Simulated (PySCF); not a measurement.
CBr⁺: one state, many levels of theory

State: ¹Σ⁺ (singlet), closed shell. Set-up: PySCF, no relativity, basis sets C def2-TZVPPD, Br def2-TZVPPD. De refers to C⁺ + Br in their high-spin ground configurations, without counterpoise correction. A positive dipole points towards Br; it is taken about the centre of mass and depends on that origin.

```
      Level  Re (Å)  ωe (cm⁻¹)  De (eV)  μ (D)
        RHF   1.680       1044     3.63  -0.73
    RHF-MP2   1.685       1044     6.25    n/a
RHF-SCS-MP2   1.687       1035     5.97    n/a
   RHF-CCSD   1.694       1008     5.66    n/a
RHF-CCSD(T)   1.707        967     6.05    n/a
        PBE   1.717        936     6.95  -0.36
     PBEsol   1.710        950     7.26  -0.34
     r²SCAN   1.704        968     6.52  -0.37
      M06-L   1.698        985     6.53  -0.16
       PBE0   1.695        996     6.33  -0.37
        M06   1.695        987     6.16  -0.31
       MN15   1.686       1012     6.13  -0.43
    ωB97X-V   1.686       1028     6.03  -0.37
     B2PLYP   1.703        965     6.19  -0.59
```

The bond length runs from 1.680 Å (RHF) to 1.717 Å (PBE). De spans 3.63 eV (RHF, mean field) to 7.26 eV (PBEsol, GGA). Correlation at CCSD(T) changes the Hartree–Fock bond energy by +2.42 eV; the triples alone change it by +0.39 eV.

Correlated steps freeze 10 core orbitals. For an ion De counts to the pair picked by the measured ionisation energies or electron affinities, which need not be the lowest pair at this level. Where the molecule has an RHF reference, its open-shell atoms are computed with UHF. B2PLYP dipoles, levels and charges come from its SCF part alone. The CCSD T1 diagnostic is raised, a sign that a single reference may not be enough here.

The whole job (state search and all levels along the bond) took about 3.6 min on 2 threads of Intel Xeon 6975P-C (shared host), peak memory 2.6 GiB.
